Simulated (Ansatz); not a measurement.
Born–Oppenheimer molecular dynamics of AlF2H3OSi (8 atoms, charge 0, multiplicity 1). It starts from a relaxed structure.

Computed with RKS PBE/6-31G* (Ansatz 0.2.0).

```
ensemble        : NVT, Langevin thermostat
time step       : 1 fs
steps asked     : 300
set temperature : 200 K
friction        : 0.001 /fs
seed            : 448586
```

First frame:

```xyz
8
Properties=species:S:1:pos:R:3
Al -0.134 0.045 0.069
F -0.078 0.368 1.692
O 1.131 -0.749 -0.714
Si 2.428 -1.538 -1.377
H 1.954 -2.709 -2.187
H 3.195 -0.606 -2.268
H 3.345 -2.041 -0.301
F -1.478 0.528 -0.769
```

Q: How far do the bonds stretch over the last three quarters of this one trajectory? (Pairs bonded in most of those frames.)

A: 
```csv
bond,mean (Å),spread (Å),shortest,longest
Al1–F2,1.660,0.028,1.60,1.73
Al1–O3,1.696,0.029,1.63,1.75
Al1–F8,1.658,0.028,1.60,1.71
O3–Si4,1.664,0.030,1.60,1.74
Si4–H5,1.502,0.017,1.47,1.54
Si4–H6,1.504,0.026,1.46,1.55
Si4–H7,1.503,0.033,1.43,1.58
```

Mean temperature of the second half: 128 K. The mean temperature of the second half is 36 % below the set value. A run of 0.3 ps of so small a system gives no equilibrium averages.

The run took 14 min on 1 thread of Arm Neoverse V1 (shared host), peak memory 0.12 GiB.
